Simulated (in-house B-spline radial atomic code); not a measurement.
Configurations of Sc4+, with energies counted from [Ne] 3s2 3p5. Computed with a radial B-spline atomic code at the basis-set limit: non-relativistic r2SCAN0, spin-polarised, spherical fractional occupations, exact exchange averaged over the configuration, point nucleus. Shells without spins written out take the highest spin.

Occupations are held fixed; configurations that lie above the ionisation limit could autoionise.

```csv
configuration,E - E(ref) (eV),highest orbital,its <r> (bohr)
[Ne] 3s2 3p4 3d1,30.735,3d up,1.191
[Ne] 3s1 3p5 3d1,53.703,3d up,1.184
[Ne] 3s2 3p4 4p1,54.911,4p up,2.655
[Ne] 3s1 3p5 4p1,78.243,4p up,2.65
```

Problem. Order these further configurations by energy, lowest first.
A. [Ne] 3s1 3p5 4f1
B. [Ne] 3s2 3p4 4d1
C. [Ne] 3s2 3p4 4s1
D. [He] 2s2 2p5 3s2 3p6
E. [Ne] 3s2 3p4 4f1

Solution. C (48.547 eV), B (64.054 eV), E (70.02 eV), A (93.402 eV), D (377.07 eV).
